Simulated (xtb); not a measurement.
C4H5, charge -1, singlet, geometry from GFN2-xTB; GFN2-xTB with ALPB(water) (xtb).

The xtb input:
```
$ xtb mol.xyz --gfn 2 --chrg -1 --uhf 0 --alpb water --json

# file mol.xyz
9

C     -0.01348128     1.18155902     0.44895058
C      0.00640291    -1.09047136     0.32460397
C      0.75400431     0.06221722    -0.26521490
C     -0.75049844     0.04972316    -0.27751056
H     -0.01520664     2.09591209    -0.26903994
H     -0.00145211    -1.21255464     1.40980063
H      0.01870869    -2.05397794    -0.20208349
H      1.39180994    -0.01229614    -1.15053042
H     -1.37242485    -0.03525157    -1.17312134
```

What the program printed (banner, timings and long lists left out):

```
   ID    Z sym.   atoms
    1    6 C      1-4
    2    1 H      5-9

           -------------------------------------------------
          |                Calculation Setup                |
           -------------------------------------------------

           -------------------------------------------------
          |                 G F N 2 - x T B                 |
           -------------------------------------------------

      * Solvation model:               ALPB
        Solvent                        water
        Parameter file                 internal GFN2-xTB/ALPB
        Dielectric constant                8.0200E+01
        Reference state                gsolv [1 M gas/solution]
        Free energy shift                  1.0808E-03 Eh       6.7819E-01 kcal/mol
        Temperature                        2.9815E+02 K
        Density                            1.0000E+00 kg/L
        Solvent mass                       1.8000E+01 g/mol
        Interaction kernel             P16
        Born radius scaling (c1)           1.4744E+00
        Born radii integrator          GBOBC
        Born offset                        0.0000E+00 a0       0.0000E+00 AA
        H-bond correction              true
        Ion screening                  false
        Surface tension                    1.0000E-05 Eh       1.5569E+01 dyn/cm
        Grid points                               230 per atom

          ...................................................
          :                      SETUP                      :
          :.................................................:
          :  # basis functions                  21          :
          :  # atomic orbitals                  21          :
          :  # shells                           13          :
          :  # electrons                        22          :
          :  max. iterations                   250          :
          :  Hamiltonian                  GFN2-xTB          :
          :  restarted?                      false          :
          :  GBSA solvation                   true          :
          :  PC potential                    false          :
          :  electronic temp.          300.0000000     K    :
          :  accuracy                    1.0000000          :
          :  -> integral cutoff          0.2500000E+02      :
          :  -> integral neglect         0.1000000E-07      :
          :  -> SCF convergence          0.1000000E-05 Eh   :
[...]
         :: total energy             -11.212475737663 Eh    ::
[...]
     4   6 C        3.852    -0.057    21.561     6.604
     5   1 H        0.907    -0.249    15.351     6.129
     6   1 H        0.924    -0.010     3.240     2.815
     7   1 H        0.923    -0.053     4.154     3.187
     8   1 H        0.924    -0.119     6.267     3.915
     9   1 H        0.924    -0.119     6.266     3.915

 Mol. C6AA /au·bohr⁶  :       1064.295486
 Mol. C8AA /au·bohr⁸  :      22868.215338
 Mol. α(0) /au        :         49.587546

Wiberg/Mayer (AO) data.
largest (>0.10) Wiberg bond orders for each atom

 ---------------------------------------------------------------------------
     #   Z sym  total        # sym  WBO       # sym  WBO       # sym  WBO
 ---------------------------------------------------------------------------
     1   6 C    2.878 --     4 C    0.940     3 C    0.940     5 H    0.920
     2   6 C    3.948 --     3 C    0.980     4 C    0.980     7 H    0.975
                             6 H    0.975
     3   6 C    3.787 --     2 C    0.980     8 H    0.950     1 C    0.940
                             4 C    0.901
     4   6 C    3.787 --     2 C    0.980     9 H    0.950     1 C    0.940
                             3 C    0.901
     5   1 H    0.938 --     1 C    0.920
     6   1 H    1.000 --     2 C    0.975
     7   1 H    0.997 --     2 C    0.975
     8   1 H    0.986 --     3 C    0.950
     9   1 H    0.986 --     4 C    0.950
 ---------------------------------------------------------------------------

Topologies differ in total number of bonds
Writing topology from bond orders to xtbtopo.mol

molecular dipole:
                 x           y           z       tot (Debye)
 q only:        0.007      -1.308       0.424
   full:        0.019      -1.613      -0.677       4.447
molecular quadrupole (traceless):
                xx          xy          yy          xz          yz          zz
 q only:        2.118       0.057      -4.696      -0.003      -0.031       2.577
  q+dip:        1.275       0.065      -4.517       0.002      -2.122       3.242
   full:        1.592       0.066      -4.035       0.013      -2.412       2.443

           -------------------------------------------------
          | TOTAL ENERGY              -11.212475737663 Eh   |
          | GRADIENT NORM               0.015423482554 Eh/α |
          | HOMO-LUMO GAP               4.982615224745 eV   |
           -------------------------------------------------

normal termination of xtb
```
